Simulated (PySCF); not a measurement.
H2O4P, SMILES [O]P(=O)(O)O (connectivity only; charge and spin as stated), charge -1, multiplicity 1.

Geometry optimised at PBE0-D3(BJ)/def2-SVPD. The multiplicity is an assumed one; other spin states were not compared. The isomer is the one that the SMILES or the coordinates give; other isomers of the formula were not compared. One conformer was computed; it need not be the lowest.

Calculation: PBE/def2-SVPD run with PySCF.

Symmetry labels are those of the subgroup C2 that the program uses (full group C2).

Question: List the valence orbital energies around the gap with their symmetry. (Estimate from the structure and the level; the computed values follow.)

Answer: 
```csv
orbital,symmetry,energy (eV)
HOMO−7,A,-4.84
HOMO−6,B,-3.73
HOMO−5,A,-3.49
HOMO−4,B,-2.84
HOMO−3,A,-2.17
HOMO−2,B,-1.53
HOMO−1,A,-1.38
HOMO,B,-1.12
LUMO,A,3.56
LUMO+1,B,4.33
LUMO+2,A,5.39
LUMO+3,B,5.51
```
